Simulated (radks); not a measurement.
Species: Si II. Configuration: [Ne] 3s2 3p1 (the NIST ground configuration). Calculated with a radial shooting solver on a logarithmic mesh with Libxc functionals: scalar-relativistic Kohn-Sham, LDA (Slater exchange, Perdew-Wang correlation), spin-polarised, spherical densities, point nucleus; open shells are filled with parallel spins first. Some entries of the table are withheld. Estimate them.

orbital,occ.,eigenvalue (hartree),<1/r> (bohr^-1),<r> (bohr)
1s up,1,-65.71314,13.59,0.1116
1s down,1,-65.70917,13.59,0.1116
2s up,1,-5.44823,2.571,0.5705
2s down,1,-5.44349,2.571,0.5702
2p up,3,-3.86426,2.460,0.5384
2p down,3,-3.85828,2.461,0.5380
3s up,1,-0.71677,0.6649,2.049
3s down,1,-0.68197,0.6641,2.057
3p up,1,-0.44548,0.5508,(1)
3p down,0,-0.41287,0.5443,(2)
4s up,0,-0.16531,0.2488,5.434
4s down,0,-0.15680,0.2395,5.615
3d up,0,-0.14192,(3),3.995
3d down,0,-0.12287,(4),4.381
4p up,0,-0.10671,(5),6.898
4p down,0,-0.10175,(6),7.164

Answer. 
(1) 3p up <r> (bohr): 2.434
(2) 3p down <r> (bohr): 2.471
(3) 3d up <1/r> (bohr^-1): 0.3129
(4) 3d down <1/r> (bohr^-1): 0.2884
(5) 4p up <1/r> (bohr^-1): 0.1969
(6) 4p down <1/r> (bohr^-1): 0.1892
